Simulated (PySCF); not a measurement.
BBrH₃N. Atoms are numbered in the order given.

```xyz
6

B     -0.6141     1.0708     0.0000
H     -1.7861     1.2434     0.0000
Br     0.0458    -0.7578     0.0000
N      0.2837     2.1210     0.0000
H      1.2833     1.9968     0.0000
H     -0.0164     3.0821     0.0000
```
Charge 0, spin multiplicity 1.

The structure is a stationary point at B3LYP-D3(BJ)/def2-TZVP. The values are those of a single conformer.

Method: PySCF with TDDFT-LC-ωPBE/def2-SVPD.

Vertical excitations.  State labels are in the subgroup Cs.

Computed excitation energies, oscillator strengths and character:
```csv
state,symmetry,energy (eV),λ (nm),f,main pairs
S1,A",6.89,180,0.000,HOMO→LUMO+1 95 %
S2,A',7.42,167,0.154,HOMO−1→LUMO+1 92 %
S3,A",8.01,155,0.005,HOMO−1→LUMO 76 %
S4,A',8.01,155,0.049,"HOMO→LUMO+2 43 %, HOMO→LUMO 34 %, HOMO→LUMO+7 10 %"
S5,A",8.22,151,0.012,"HOMO−1→LUMO+2 51 %, HOMO−1→LUMO+7 16 %, HOMO−3→LUMO+1 13 %"
S6,A",8.37,148,0.011,HOMO−3→LUMO+1 82 %
S7,A',8.42,147,0.058,"HOMO→LUMO 39 %, HOMO→LUMO+5 26 %, HOMO→LUMO+2 14 %, HOMO→LUMO+7 6 %"
S8,A",8.97,138,0.130,"HOMO−1→LUMO+5 47 %, HOMO−2→LUMO 24 %"
S9,A',9.09,136,0.187,HOMO−2→LUMO+1 85 %
S10,A',9.18,135,0.056,HOMO→LUMO+3 83 %
T1,A',6.16,201,0,"HOMO−1→LUMO+1 75 %, HOMO−2→LUMO+1 20 %"
T2,A",6.59,188,0,HOMO→LUMO+1 87 %
T3,A',7.37,168,0,"HOMO−2→LUMO+1 73 %, HOMO−1→LUMO+1 20 %"
T4,A',7.55,164,0,"HOMO→LUMO+2 44 %, HOMO→LUMO+7 24 %, HOMO→LUMO 9 %, HOMO→LUMO+11 8 %"
```
Triplets are in the Tamm–Dancoff approximation, which puts them higher than full response would, so one can lie above its singlet here.
